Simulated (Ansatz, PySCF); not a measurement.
Pulling on the Si3–H4 bond in H4SiSn (SMILES [SiH3][SnH]) (multiplicity 1 held, fragments rigid). Energies count from the point at 1.489 Å.
Geometry at that point (charge 0, multiplicity 1):
| atom | x (Å) | y (Å) | z (Å) |
|---|---|---|---|
| Sn | 0.0224 | 0.5398 | 0.4343 |
| H | -0.4134 | 1.5187 | -0.9877 |
| Si | -0.0383 | -1.6023 | -1.1589 |
| H | 0.9401 | -1.4462 | -2.2703 |
| H | -1.3883 | -1.7535 | -1.7684 |
| H | 0.2796 | -2.8778 | -0.4649 |

R- and RO- levels are restricted; in cc, def2 and unpolarised 6-31G sets they are followed outwards from rest. U- levels take the lowest unrestricted solution at each point, which mixes spins at long bonds. Active spaces are followed from a long bond inwards. Curves can end on different states.

Frozen-core correlation. Filled d and f shells under p-block atoms count as core. Rows in LANL2DZ carry no dispersion term and start afresh at each structure. LANL2DZ brings its own core potentials from Na on.

The values were computed with Ansatz (Gaussian orbitals); PySCF for LANL2DZ rows. Each number belongs to the level named beside it. In def2 rows elements past Kr take small-core potentials, without spin–orbit coupling.

Energies in kcal/mol.

```
R (Å)  U-B3LYP/LANL2DZ  R-SCS-MP2/def2-TZVPP  SC-NEVPT2 on CASSCF(2,2)/def2-TZVPP  FIC-MRCISD+Q on CASSCF(2,2)/def2-TZVPP
-----  ---------------  --------------------  -----------------------------------  --------------------------------------
1.191             28.9                  28.2                                 29.5                                    28.6
1.340              5.8                   5.3                                  6.1                                     5.5
1.489              0.0                   0.0                                  0.0                                     0.0
1.638              3.4                   4.0                                  3.1                                     3.6
1.787             11.3                  12.6                                 10.8                                    11.7
2.010             26.5                  29.1                                 25.5                                    27.0
2.233             42.1                  45.9                                 40.2                                    42.1
2.606             64.2                  70.7                                 59.8                                    62.5
2.978             74.9                  89.6                                 72.1                                    75.3
3.424             79.9                 104.7                                 79.2                                    82.7
4.020             81.8                 114.2                                 82.2                                    85.8
4.764             82.4                 113.0                                 82.9                                    86.6
```

Doubts at one or more of the structures used: a spin-contaminated determinant (U-B3LYP/LANL2DZ); a restricted determinant that unrestricted orbitals would lower (R-SCS-MP2/def2-TZVPP).

Ansatz is a first-principles code.
